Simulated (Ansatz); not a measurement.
A run for Ansatz (a program for electronic structure): U-PBE/def2-TZVPP on BH2I (SMILES BI), a point of a bond scan (R = 2.070 Å). Elements past Kr take the def2 small-core potentials; no spin–orbit coupling.

Ansatz 0.2 input:
```yaml
crystal:
  periodic: [false, false, false]
  atoms:
    - {symbol: B, position_ang: [-1.00687273, -1.52824232, 0.26334221]}
    - {symbol: H, position_ang: [-0.33882731, -2.88770822, 1.67353083]}
    - {symbol: H, position_ang: [-1.98651595, -1.65890826, -0.38610151]}
    - {symbol: I, position_ang: [0.14426438, 0.21896603, -0.03773158]}
basis:
  gaussian:
    orbitals: def2-TZVPP
hamiltonian:
  xc: {name: PBE}
magnetization: {spin_polarized: true, initial_magnetization: 0}
```

It printed:

```
WARN ansatz: RAYON_NUM_THREADS=1 ignored (pool sized by the plan → 1); use --threads N
Functional definition: PBE
integrals: 0.02 GiB planned
654 factors; their error is unknown
mean field: 0.30 GiB planned
mean field evaluation 1: about -8802.6477 eV, gradient 2.2e1 eV
mean field evaluation 2: about -8794.3777 eV, gradient 4.2e1 eV
mean field evaluation 4: about -8805.4940 eV, gradient 4.5e0 eV
mean field evaluation 8: about -8805.6926 eV, gradient 2.0e-1 eV
mean field evaluation 16: about -8805.6928 eV, gradient 3.1e-5 eV
mean field -8805.69276954 eV, -323.6032405678 hartree, gradient 3.1e-5 eV, S^2 0.000000; 1 other end points of the search recorded, 0 dependent functions left out
reference -8805.69280312 eV, -323.6032418019 hartree; 16, 16 occupied and 93, 93 virtual orbitals, 654 factors
Total energy: -8805.69280312 eV, -323.6032418019 hartree
```

The run converged.

Cost: about 1.5 core-seconds (a rough figure).
